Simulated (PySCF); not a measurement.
**Question.** Write Cartesian coordinates for `N[SiH2][SiH2]Cl` as optimised with PBE0-D3(BJ)/def2-SVP.

**Answer.** 
```xyz
10
ClH6NSi2 angstrom
N     -1.4498   -0.5349    0.7299
Si    -0.7256    0.3726   -0.5522
Si     1.5641   -0.0581   -0.3048
Cl     1.8907    0.0711    1.7601
H     -2.4571   -0.5766    0.8372
H     -0.9835   -0.5285    1.6319
H     -1.2371   -0.1131   -1.8712
H     -0.9200    1.8638   -0.5356
H      1.9635   -1.4288   -0.7400
H      2.4553    0.9357   -0.9729
```

Orientation and origin are arbitrary. Atoms count from 1 in this order. Si3 (chlorine-bound silicon) is distorted tetrahedral (angles from 104.2° to 114.4°). Si2 (SiH2 silicon) is distorted tetrahedral (angles from 103.6° to 117.2°). N1 (silicon-bound nitrogen) has angles 121.1°, 117.6° and 111.3°, sum 349.9°, 0.22 Å off the plane of its three neighbours. Of the pairs four or more bonds apart, Cl4···H6 is among the closest relative to their van der Waals radii: 2.94 Å, 100 % of the sum of Bondi's values.

Bonds between heavy atoms (Å): N1–Si2 1.730, Si2–Si3 2.343, Si3–Cl4 2.095.

Method: PBE0-D3(BJ)/def2-SVP geometry optimisation, gas phase in PySCF 2.14.0.

Point group: C1 (no symmetry element, even within 0.4 Å). PBE0-D3(BJ)/def2-SVP frequencies: not computed here. One conformer, not necessarily the lowest (H–N1–Si2–Si3 -177° and 41°, N1–Si2–Si3–Cl4 -43°).

On an Arm Neoverse V1 with one thread, shared host with 64 logical CPUs at a one-minute load of 20, this took 56 s of wall time and 0.42 GiB of memory at its peak. These figures are those of the optimisation.
